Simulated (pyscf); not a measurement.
Cl–W(Cl)(Cl)(Cl)(Cl)–Cl, singlet

Gas-phase minimum from PySCF at ωB97X-D3(BJ)/def2-SVP, one conformer. 

```xyz
7

Cl     0.6195     0.3402    -2.5961
W      0.0655     0.7292    -0.4163
Cl    -0.4882     1.1182     1.7635
Cl    -1.2160     2.5049    -1.0592
Cl     1.8711     2.1087    -0.2037
Cl     1.3469    -1.0466     0.2268
Cl    -1.7400    -0.6504    -0.6292
```

Bonds (Å): Cl1–W2 2.282, W2–Cl3 2.282, W2–Cl4 2.282, W2–Cl5 2.282, W2–Cl6 2.282, W2–Cl7 2.282. Angles (°): Cl1–W2–Cl3 180.0, Cl1–W2–Cl4 90.0, Cl1–W2–Cl5 90.0, Cl1–W2–Cl6 90.0, Cl1–W2–Cl7 90.0, Cl3–W2–Cl4 90.0, Cl3–W2–Cl5 90.0, Cl3–W2–Cl6 90.0, Cl3–W2–Cl7 90.0, Cl4–W2–Cl5 90.0, Cl4–W2–Cl6 180.0, Cl4–W2–Cl7 90.0, Cl5–W2–Cl6 90.0, Cl5–W2–Cl7 180.0 (the first ones only).

Properties at ωB97X-D3(BJ)/def2-SVP:

```
Quantity                                                                                                                                                                                    Result
---------------------------------------------------------------------------------------------------------------------  ---------------------------------------------------------------------------
Harmonic wavenumbers, unscaled                                                                                         77, 77, 77, 163, 164, 164, 208, 208, 208, 350, 350, 395, 395, 395, 436 cm⁻¹
Zero-point energy                                                                                                                                                                     5.2 kcal/mol
Rotational symmetry number                                                                                                                                                                      24
Entropy of this conformer at 298 K and 1 atm, rigid rotor and harmonic oscillator, modes under 100 cm⁻¹ raised to 100                                                              414.2 J/(mol K)
Dipole moment                                                                                                                                                                               0.00 D
```

Single-point totals, which compare only within one level:

```csv
level,total energy (hartree)
ωB97X-D3(BJ)/def2-TZVP,-2828.69354
PBE/def2-TZVP,-2827.56660
r²SCAN/def2-TZVP,-2828.50544
B3LYP-D3(BJ)/def2-TZVP,-2828.75669
PBE0-D3(BJ)/def2-TZVP,-2827.72062
M06-2X/def2-TZVP,-2828.38542
ωB97M-D3(BJ)/def2-TZVP,-2828.85520
```

Elements past Kr carry the def2 core potentials, without spin-orbit coupling.
